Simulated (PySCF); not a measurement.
An element was calculated at PBE0 (PySCF 2.14, spin-free X2C, a triple-zeta basis, no spin-orbit coupling), in the ground configurations that NIST lists.

```
electron affinity          : 1.089 eV
first ionisation energy    : 7.969 eV
second ionisation energy   : 20.227 eV
third ionisation energy    : 36.841 eV
polarisability of the atom : 45.7 bohr³
```

Task: Which element is it?

Result: Copper (Cu, Z = 29), in aug-cc-pwCVTZ-DK with one added diffuse shell each of s, p, d, f, g type. NIST lists 7.726, 20.292, 36.841 ± 0.012 eV for these ionisation energies.
